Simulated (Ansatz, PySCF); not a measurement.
Gas-phase reaction (SMILES): [SiH3]c1cnccn1 + 10 [H][H] (H2) → 4 C (CH4) + 2 N (NH3) + [SiH4] (SiH4); energy of full hydrogenation.

Each molecule is optimised on its own at B3LYP-D3(BJ)/def2-TZVP (Ansatz, a program for electronic structure). Correlated levels leave the core frozen unless marked. No spin-orbit coupling. No relativistic terms. CBS(X,Y): correlation extrapolated as X^-3; Hartree-Fock from the larger set. Unstable Hartree-Fock reference: [SiH3]c1cnccn1. Thermal terms are rigid-rotor harmonic-oscillator values from B3LYP-D3(BJ) frequencies (Ansatz or PySCF) at 298.15 K and 1 atm. 1 Eh = 627.5095 kcal/mol.

```tsv
species	E, CCSD(T)/CBS(cc-pV(T+d)Z,cc-pV(Q+d)Z) (Ansatz) (Eh)	E, PBE/def2-TZVPD (Ansatz) (Eh)	H - E (Eh)
[SiH3]c1cnccn1	-554.24664	-554.63581	0.09904
[H][H] (H2)	-1.17450	-1.16589	0.01336
C (CH4)	-40.45816	-40.46301	0.04840
N (NH3)	-56.50369	-56.51037	0.03799
[SiH4] (SiH4)	-291.45815	-291.72111	0.03520
```

Task: Work out ΔE and ΔH at 298.15 K at the first level, then ΔH at the second.

Result: 
1. ΔE = [4×(-40.45816) + 2×(-56.50369) + (-291.45815)] - [(-554.24664) + 10×(-1.17450)] = -0.30653 Eh = -192.4 kcal/mol at CCSD(T)/CBS(cc-pV(T+d)Z,cc-pV(Q+d)Z).
2. The terms H - E add up to 0.07214 Eh, so ΔH = (-0.30653 + (0.07214))×627.5095 = -147.1 kcal/mol.
3. At PBE/def2-TZVPD the same steps give ΔE = -187.7 and ΔH = -142.5 kcal/mol, a shift of +4.6 from the first level.
4. These values are not checked against measurement here, since the tables used lack a sound gas-phase enthalpy of formation for at least one species.
